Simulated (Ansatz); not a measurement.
Energy difference R1 → P1 + P2, each structure at its B3LYP-D3(BJ)/def2-TZVP stationary point, reached from a drawn start (curvature not checked).
R1, F4W (SMILES [F][W]([F])([F])[F]) (charge 0, multiplicity 3):
| atom | x (Å) | y (Å) | z (Å) |
|---|---|---|---|
| W | -0.0001 | 0.0000 | 0.1075 |
| F | 1.0576 | 1.0297 | 1.2467 |
| F | 0.8811 | -0.9016 | -1.2969 |
| F | -0.8769 | 0.9041 | -1.2980 |
| F | -1.0618 | -1.0322 | 1.2408 |
P1, F3W (SMILES [F][W]([F])[F]) (charge 0, multiplicity 4):
```xyz
4

W      0.0000     0.0000     0.0000
F      1.8777    -0.0101    -0.0101
F     -0.9301     1.6312    -0.0013
F     -0.9475    -1.6212     0.0114
```
P2: F atom, charge 0, multiplicity 2.

P less R. No zero-point or thermal terms; open shells are unrestricted; no spin–orbit coupling. The spin states of the d-block species are the ones drawn and need not be the lowest.

Frozen-core correlation throughout.

Codes used: Ansatz (Gaussian orbitals). Each number belongs to the level named beside it. Elements past Kr take the def2 small-core potentials, without spin–orbit coupling.

Total energies in hartree:

| structure | PBE/def2-TZVPP | CCSD(T)/def2-TZVPP |
|---|---|---|
| R1 | -466.485978 | -465.721999 |
| P1 | -366.627353 | -365.925365 |
| P2 | -99.669123 | -99.625056 |

Task: Work out the reaction energy at each level in kcal/mol (1 hartree = 627.50947 kcal/mol), and say how far PBE/def2-TZVPP lies from CCSD(T)/def2-TZVPP.

Result: 
- PBE/def2-TZVPP: (-366.627353) + (-99.669123) − (-466.485978) = 0.189502 hartree = 118.91 kcal/mol
- CCSD(T)/def2-TZVPP: (-365.925365) + (-99.625056) − (-465.721999) = 0.171578 hartree = 107.67 kcal/mol
PBE/def2-TZVPP less CCSD(T)/def2-TZVPP: 11.24 kcal/mol. CCSD(T)/def2-TZVPP is the level counted from, the highest shown, and no exact or measured value.

Ansatz is a first-principles code.
